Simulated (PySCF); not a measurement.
Si(H)(Me)(OMe)(NH2) (C2H9NOSi), SMILES CO[SiH](C)N. Atoms are numbered in the order given.

```xyz
14

Si     0.3283     0.1084    -0.4396
C      1.8934    -0.8936    -0.2799
N      0.5513     1.6996     0.1986
O     -0.8343    -0.7968     0.3634
C     -2.1605    -0.3720     0.5459
H     -0.1082     0.3154    -1.8530
H      1.7372    -1.9235    -0.6371
H      2.2076    -0.9509     0.7753
H      2.7123    -0.4389    -0.8586
H     -0.0156     2.4802    -0.1146
H      0.9012     1.8522     1.1394
H     -2.7263    -0.3569    -0.4064
H     -2.6723    -1.0670     1.2312
H     -2.2140     0.6431     0.9853
```
Charge 0, spin multiplicity 1.

Coordinates come from a B3LYP-D3(BJ)/def2-SVP optimisation. The values are those of a single conformer.

Level of theory: B3LYP/pcSseg-1 (PySCF).

GIAO shieldings, no solvent; atoms listed in one row are averaged. δ = σ(ref) − σ: ²⁹Si against TMS (σ = 338.7 ppm); ¹³C against TMS (σ = 181.3 ppm); ¹⁵N against NH3 (σ = 265.5 ppm); ¹⁷O against H2O (σ = 333.8 ppm); ¹H against TMS (σ = 31.68 ppm), references at their B3LYP-D3(BJ)/def2-TZVP geometries, non-relativistic.

Question: Estimate the chemical shifts. (An estimate is asked for; the answer gives what the named calculation found.)

Answer: 
```csv
nucleus,atoms,count,δ (ppm)
²⁹Si,Si1,1,-17.6
¹³C,C5,1,54.4
¹³C,C2,1,0.0
¹⁵N,N3,1,29.5
¹⁷O,O4,1,49.3
¹H,H6,1,4.79
¹H,"H12, H13, H14",3,3.91
¹H,H10,1,1.27
¹H,H11,1,0.61
¹H,"H7, H8, H9",3,0.43
```
